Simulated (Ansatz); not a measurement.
This singlet is an excited state, 0.27 eV above the relaxed triplet at the level frozen-core CCSD(T)/aug-cc-pVTZ // PBE-D3(BJ)/def2-SVPD (Ansatz, a program for electronic structure).

Z-matrix (Å, degrees):
```
Si
H 1 1.5291
H 1 1.5353 2 102.47
H 1 1.5613 2 99.50 3 104.03
B 1 2.0329 2 117.08 4 147.68
H 5 1.2513 1 105.45 2 -160.35
```
Charge -1, spin multiplicity 1.

These are Ansatz with frozen-core CCSD(T)/aug-cc-pVTZ // PBE-D3(BJ)/def2-SVPD values and carry that method's errors. The restricted HF reference is unstable towards unrestricted orbitals.

- HF energy = -315.84411 Ha
- MP2 correlation energy = -0.25120 Ha

**Question.** Estimate the CCSD correlation energy, the (T) correction, the total energy and the T1 diagnostic.

**Answer.** 
```json
{
  "CCSD correlation energy": "-0.29297 Ha",
  "(T) correction": "-0.01231 Ha",
  "CCSD(T) total energy": "-316.14938 Ha",
  "T1 diagnostic": "0.017"
}
```
